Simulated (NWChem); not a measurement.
All runs are NWChem calculations. System: H$_{2}$ClSi, charge 1, spin multiplicity 1, at the geometry of a parent with another charge or spin, in a state set for the comparison that need not be this species' ground state. Level: RHF/def2-TZVP.

Input file:

```
start mol
memory heap 200 mb stack 900 mb global 1100 mb
charge 1
geometry units angstroms nocenter noautoz
  Si    -0.293030    -0.994464     0.000000
  Cl     0.210524     1.011539     0.000000
  H      0.261754    -1.636828    -1.232154
  H      0.261754    -1.636828     1.232154
  symmetry group Cs
end
basis spherical
  * library def2-tzvp
end
scf
  rhf
  nopen 0
  maxiter 100
  thresh 1e-7
  semidirect memsize 60000000 filesize 0
end
task scf energy
```

Output (cleaned and shortened):

```
             Northwest Computational Chemistry Package (NWChem) 7.3.0
             --------------------------------------------------------

                                NWChem Input Module
                                -------------------

 Scaling coordinates for geometry "geometry" by  1.889725989
 (inverse scale =  0.529177249)

 Turning off AUTOSYM since
 SYMMETRY directive was detected!

                             Geometry "geometry" -> ""
                             -------------------------

 Output coordinates in angstroms (scale by  1.889725989 to convert to a.u.)

  No.       Tag          Charge          X              Y              Z
 ---- ---------------- ---------- -------------- -------------- --------------
    1 Si                  14.0000    -0.29303000    -0.99446400     0.00000000
    2 Cl                  17.0000     0.21052400     1.01153900     0.00000000
    3 H                    1.0000     0.26175400    -1.63682800    -1.23215400
    4 H                    1.0000     0.26175400    -1.63682800     1.23215400

 Effective nuclear repulsion energy (a.u.)      77.1708425902

            Nuclear Dipole moment (a.u.)
            ----------------------------
        X                 Y               Z
 ---------------- ---------------- ----------------
    -0.0000075589     0.0000207870     0.0000000000

      Symmetry information
      --------------------

 Group name             Cs
 Group number              2
 Group order               2
 No. of unique centers     3

      Symmetry unique atoms

     1    2    3


 Summary of "ao basis" -> "" (spherical)
 ------------------------------------------------------------------------------
       Tag                 Description            Shells   Functions and Types
 ---------------- ------------------------------  ------  ---------------------
 *                         def2-tzvp                  on all atoms

 Summary of "ao basis" -> "ao basis" (spherical)
 ------------------------------------------------------------------------------
       Tag                 Description            Shells   Functions and Types
[...]
    52      0.501893  2 Cl px                55      0.274417  2 Cl px
    49      0.222182  2 Cl px                53     -0.189169  2 Cl py
    43     -0.178671  2 Cl px

 Vector   16  Occ=2.000000D+00  E=-6.869098D-01  Symmetry=a"
              MO Center=  1.7D-01,  4.3D-01, -3.4D-14, r^2= 2.4D+00
   Bfn.  Coefficient  Atom+Function         Bfn.  Coefficient  Atom+Function
  ----- ------------  ---------------      ----- ------------  ---------------
    54      0.510427  2 Cl pz                57      0.289555  2 Cl pz
    51      0.231139  2 Cl pz                45     -0.182322  2 Cl pz

 Vector   17  Occ=0.000000D+00  E=-2.857593D-01  Symmetry=a'
              MO Center= -7.1D-01, -9.3D-01,  5.3D-14, r^2= 2.7D+00
   Bfn.  Coefficient  Atom+Function         Bfn.  Coefficient  Atom+Function
  ----- ------------  ---------------      ----- ------------  ---------------
     5      0.431448  1 Si s                 15     -0.431164  1 Si px
    18     -0.349230  1 Si px                 4      0.231843  1 Si s
    55      0.202791  2 Cl px                52      0.172581  2 Cl px

 Vector   18  Occ=0.000000D+00  E=-1.119016D-01  Symmetry=a'
              MO Center= -3.6D-01, -1.1D+00, -1.6D-13, r^2= 4.4D+00
   Bfn.  Coefficient  Atom+Function         Bfn.  Coefficient  Atom+Function
  ----- ------------  ---------------      ----- ------------  ---------------
    19      0.973021  1 Si py                42     -0.524466  2 Cl s
    56      0.297362  2 Cl py                16      0.248518  1 Si py
    77      0.232348  3 H  s                 83      0.232348  4 H  s
     4      0.203276  1 Si s                 53      0.176630  2 Cl py

 Vector   19  Occ=0.000000D+00  E=-6.583468D-02  Symmetry=a"
              MO Center= -6.9D-01, -8.1D-01, -9.5D-14, r^2= 4.2D+00
   Bfn.  Coefficient  Atom+Function         Bfn.  Coefficient  Atom+Function
  ----- ------------  ---------------      ----- ------------  ---------------
    20      1.550730  1 Si pz                77      1.129415  3 H  s
    83     -1.129415  4 H  s                 57     -0.337537  2 Cl pz
    17      0.216969  1 Si pz                29      0.206197  1 Si d  1

 center of mass
 --------------
 x =  -0.00897987 y =   0.12366243 z =   0.00000000

 moments of inertia (a.u.)
 ------------------
         255.798434160843         -52.694724806371           0.000000000000
         -52.694724806371          25.529244796986           0.000000000000
           0.000000000000           0.000000000000         259.471573748392

  Mulliken analysis of the total density
  --------------------------------------

    Atom       Charge   Shell Charges
 -----------   ------   -------------------------------------------------------
    1 Si  14    13.28   2.00  0.59  1.39  0.95  0.34  4.11  1.73  0.46  1.17  0.18  0.12  0.20  0.04
    2 Cl  17    17.04   2.01  0.45  1.52  1.11  0.85  4.18  1.69  1.04  2.86  1.28  0.01  0.04  0.00
    3 H    1     0.84   0.22  0.51  0.10  0.01
    4 H    1     0.84   0.22  0.51  0.10  0.01

       Multipole analysis of the density wrt the origin
       ------------------------------------------------

     L   x y z        total         open         nuclear
     -   - - -        -----         ----         -------
     0   0 0 0      1.000000      0.000000     33.000000

     1   1 0 0     -0.838209      0.000000     -0.000008
     1   0 1 0     -1.864941      0.000000      0.000021
     1   0 0 1      0.000000      0.000000      0.000000

     2   2 0 0    -14.562296      0.000000      7.472839
     2   1 1 0      2.289939      0.000000     24.436870
     2   1 0 1     -0.000000      0.000000      0.000000
     2   0 2 0    -11.329737      0.000000    130.695320
     2   0 1 1     -0.000000      0.000000      0.000000
     2   0 0 2    -16.921281      0.000000     10.843205

 Task  times  cpu:        0.9s     wall:        0.9s

 Total times  cpu:        0.9s     wall:        0.9s
```
